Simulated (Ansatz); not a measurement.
Energy needed to pull apart C2H4BN (SMILES CN1B=C1), closed shell, into free ground-state atoms, from the structure below (displaced at random from a GFN2-xTB minimum); no zero-point or spin–orbit terms; open-shell atoms are treated unrestricted, in their ground-state multiplicity.

C1  (-0.171, 0.912, -0.417)
N2  (0.431, -0.285, 0.161)
B3  (1.525, -1.218, 0.653)
C4  (-0.024, -1.464, 0.470)
H5  (-0.620, 0.792, -1.156)
H6  (-0.953, 1.282, 0.487)
H7  (0.608, 1.581, -0.457)
H8  (-1.010, -1.764, 0.430)
(Å)

Computed with Ansatz 0.2.0 (basis: def2-TZVPP); correlated methods freeze the cores.

```json
{"method": "SPW92", "atomization energy (kJ/mol)": "3319"}
{"method": "PBE-D4", "atomization energy (kJ/mol)": "2939"}
{"method": "r2SCAN-D4", "atomization energy (kJ/mol)": "2832"}
{"method": "PBE0-D4", "atomization energy (kJ/mol)": "2860"}
{"method": "HSE06-D4", "atomization energy (kJ/mol)": "?"}
{"method": "wB97M-V", "atomization energy (kJ/mol)": "2851"}
{"method": "HF", "atomization energy (kJ/mol)": "1910"}
{"method": "MP2", "atomization energy (kJ/mol)": "?"}
{"method": "CCSD", "atomization energy (kJ/mol)": "2668"}
{"method": "CCSD(T)", "atomization energy (kJ/mol)": "2728"}
```

What does HSE06-D4 give? (Judge from chemistry; the value comes from the calculation.)

By the calculation: 2863 kJ/mol, which is about 136 kJ/mol more than CCSD(T)/def2-TZVPP.

What does MP2 give? (An estimate is asked for; the value comes from the calculation.)

By the calculation: 2789 kJ/mol, which is about 61 kJ/mol more than CCSD(T)/def2-TZVPP.

In triple zeta the MP2 and coupled-cluster atomization energies are still short of their basis limit by a few kcal/mol a bond, whereas those of the functionals are nearly converged, so these differences are not deviations from converged CCSD(T).

T1 diagnostic: at most 0.015. The restricted Hartree–Fock reference is unstable towards an unrestricted one here.

For scale, one of the runs: CCSD(T)/def2-TZVPP forces, 180 basis functions (an equivalent command: `ansatz run in.yaml --threads 4`). Time: 120 s of wall clock on 4 CPU threads; the host was shared. Peak host memory: 3.5 GiB.
